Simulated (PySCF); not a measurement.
C3H4BBr.
SMILES: `B(Br)C#CC`

Computed with PBE0-D3(BJ)/def2-SVP geometry optimisation, gas phase in PySCF.

Take the most abundant isotopes and a rigid rotor. 

**Question.** Give the principal moments of inertia and the rotational constants in cm⁻¹.

**Answer.** Ia = 28.06, Ib = 515.51, Ic = 540.39 u·Å²; 505379 MHz·u·Å²/I gives 18012, 980.4 and 935.2 MHz, that is A = 0.60081, B = 0.03270, C = 0.03120 cm⁻¹.

**Question.** What kind of rotor is it?

**Answer.** A near-prolate asymmetric top. Ray's parameter κ = (2B − A − C)/(A − C) = -0.995; −1 is the prolate and +1 the oblate limit.

**Question.** What does the inertial defect say?

**Answer.** Not planar: Δ = Ic − Ia − Ib = -3.18 u·Å². For a rigid frame Δ = −2 Σ m c², so Σ m c² = 1.59 u·Å² lies off the ab plane, practically all of it from hydrogen. The atom farthest from that plane is 1.04 Å away.

**Question.** Give the coordinates in the principal-axis frame, origin at the centre of mass.

**Answer.** The sense of each axis is arbitrary; atoms in the order of the calculation.
```csv
atom,mass (u),a (Å),b (Å),c (Å)
C1,12.000,-3.983,0.457,-0.003
C2,12.000,-2.631,-0.059,0.005
C3,12.000,-1.485,-0.485,0.008
B4,11.009,-0.086,-1.028,-0.004
Br5,78.918,1.408,0.162,0.000
H6,1.008,-4.038,1.442,0.485
H7,1.008,-4.678,-0.229,0.507
H8,1.008,-4.333,0.577,-1.041
H9,1.008,0.161,-2.206,-0.018
```

**Question.** Predict some low-J microwave lines.

**Answer.** The dipole components are |μa| = 2.86 D, |μb| = 0.50 D, |μc| = 0.05 D. Intensities carry the squares of the components, which stand as 1.00 : 0.03 : 0.00 (a : b : c). Some lines, for components of 0.1 D or more:

| type | branch | J(Ka,Kc) | MHz | lower level (cm⁻¹) |
| --- | --- | --- | --- | --- |
| a | R | 1(0,1) ← 0(0,0) | 1916 | 0.000 |
| a | R | 2(1,2) ← 1(1,1) | 3786 | 0.632 |
| a | R | 2(0,2) ← 1(0,1) | 3831 | 0.064 |
| a | R | 2(1,1) ← 1(1,0) | 3876 | 0.634 |
| a | R | 3(2,1) ← 2(2,0) | 5747 | 2.467 |
| a | R | 3(1,2) ← 2(1,1) | 5814 | 0.763 |
| a | R | 4(0,4) ← 3(0,3) | 7661 | 0.383 |
| a | R | 4(2,3) ← 3(2,2) | 7662 | 2.659 |
| a | R | 4(3,2) ← 3(3,1) | 7662 | 5.503 |
| a | R | 4(3,1) ← 3(3,0) | 7662 | 5.503 |
| a | R | 4(1,3) ← 3(1,2) | 7752 | 0.957 |
| b | Q | 3(1,2) ← 3(0,3) | 17190 | 0.383 |
| b | R | 1(1,1) ← 0(0,0) | 18947 | 0.000 |
| b | R | 4(1,4) ← 3(0,3) | 24491 | 0.383 |
| b | Q | 4(2,2) ← 4(1,3) | 50938 | 1.215 |
| b | Q | 2(2,1) ← 2(1,2) | 51229 | 0.758 |
| b | Q | 3(2,2) ← 3(1,3) | 51297 | 0.948 |
| b | R | 2(2,0) ← 1(1,1) | 55016 | 0.632 |
| b | R | 3(2,2) ← 2(1,1) | 56841 | 0.763 |
| b | Q | 4(3,1) ← 4(2,2) | 85269 | 2.914 |
| b | R | 3(3,1) ← 2(2,0) | 91016 | 2.467 |
| b | Q | 4(4,0) ← 4(3,1) | 119377 | 5.759 |
| b | R | 4(4,1) ← 3(3,0) | 127040 | 5.503 |

Stationary, but not proved a minimum. Constants of a rigid frame at the computed geometry: no zero-point averaging, no centrifugal distortion. A rigid rotor knows nothing of internal rotation, which can split or shift real lines. Quadrupole hyperfine structure (11B, 79Br) is left out.
